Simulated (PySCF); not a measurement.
(Z)-2-chloro-3-fluorobut-2-ene (C₄H₆ClF), SMILES Cl/C(C)=C(\F)C.

Geometry: PBE-D3(BJ)/def2-SVP.

Method: PBE-D3(BJ)/def2-SVP in PySCF.

Frequencies are harmonic and unscaled.

Computed harmonic wavenumbers and intensities:
```
mode  ν (cm⁻¹)  IR (km/mol)  moving atoms (share of kinetic energy)
----  --------  -----------  --------------------------------------
1          139          0.3         C 36 %, H 28 %, F 23 %, Cl 13 %
2          151          1.2                                  H 94 %
3          180          0.0                                  H 92 %
4          217          0.7                 F 36 %, Cl 35 %, C 22 %
5          312          2.1                   C 65 %, H 24 %, F 8 %
6          325          0.3                 C 53 %, H 31 %, Cl 12 %
7          375          1.5         C 27 %, H 25 %, Cl 25 %, F 23 %
8          501          9.8         C 53 %, F 26 %, H 11 %, Cl 10 %
9          530          0.4                          C 77 %, H 17 %
10         620         18.3         C 52 %, Cl 17 %, H 16 %, F 15 %
11         846         12.4                  C 48 %, H 33 %, F 14 %
12         955          4.2                   H 66 %, C 25 %, F 9 %
13        1001          3.4                          H 67 %, C 32 %
14        1010          0.1                          H 65 %, C 35 %
15        1064         66.7                          C 55 %, H 44 %
16        1144         46.2                          C 74 %, H 20 %
17        1247         62.1                  C 64 %, H 24 %, F 12 %
18        1346          0.4                          H 65 %, C 35 %
19        1354         22.8                          H 66 %, C 34 %
20        1386          0.3                                  H 97 %
21        1390         16.5                                  H 97 %
22        1401          4.7                                  H 96 %
23        1408          9.3                                  H 95 %
24        1719         27.0                                  C 96 %
25        2968         26.6                                  H 97 %
26        2970         11.5                                  H 97 %
27        3038          5.8                           H 91 %, C 9 %
28        3041          6.6                           H 91 %, C 9 %
29        3086         11.1                           H 91 %, C 9 %
30        3109          6.7                           H 91 %, C 9 %
```
